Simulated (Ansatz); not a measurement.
`C=C[SiH2]O[SiH](F)F` and `F[SiH2]O[SiH](F)F` differ in one atom or group.

Ansatz, PBE0-D4/def2-TZVP geometries, multiplicity 1. Each molecule was computed in one conformer, which needn't be the lowest.

```json
{"property": "LUMO energy (ωB97M-V/def2-TZVPP) / eV", "`C=C[SiH2]O[SiH](F)F`": "1.47"}
{"property": "HOMO–LUMO gap (PBE0/def2-TZVPP) / eV", "`C=C[SiH2]O[SiH](F)F`": "7.52"}
{"property": "LUMO energy (PBE/def2-TZVPP) / eV", "`C=C[SiH2]O[SiH](F)F`": "-1.66"}
{"property": "LUMO energy (B3LYP/def2-TZVPP) / eV", "`C=C[SiH2]O[SiH](F)F`": "-0.86"}
{"property": "HOMO–LUMO gap (ωB97M-V/def2-TZVPP) / eV", "`C=C[SiH2]O[SiH](F)F`": "11.87"}
{"property": "size of the dipole moment (PBE/def2-TZVPP) / D", "`C=C[SiH2]O[SiH](F)F`": "1.34"}
```

Q: What does the change do to each property? (Estimate.)

A: Ansatz gave: 
| property | `F[SiH2]O[SiH](F)F` | shift |
| --- | --- | --- |
| LUMO energy (ωB97M-V/def2-TZVPP) / eV | 2.03 | 0.56 |
| HOMO–LUMO gap (PBE0/def2-TZVPP) / eV | 9.96 | 2.44 |
| LUMO energy (PBE/def2-TZVPP) / eV | -0.54 | 1.12 |
| LUMO energy (B3LYP/def2-TZVPP) / eV | 0.09 | 0.95 |
| HOMO–LUMO gap (ωB97M-V/def2-TZVPP) / eV | 13.93 | 2.06 |
| size of the dipole moment (PBE/def2-TZVPP) / D | 0.84 | -0.50 |

With PBE0 the HOMO falls by 1.46 eV and the LUMO rises by 0.98 eV, so the gap widens by about 2.44 eV. PBE moves the HOMO by -1.10 eV and ωB97M-V by -1.50 eV. Dipoles are sizes alone; their direction can turn.

B3LYP here is the variant with VWN-RPA as its local correlation; programs differ in this.
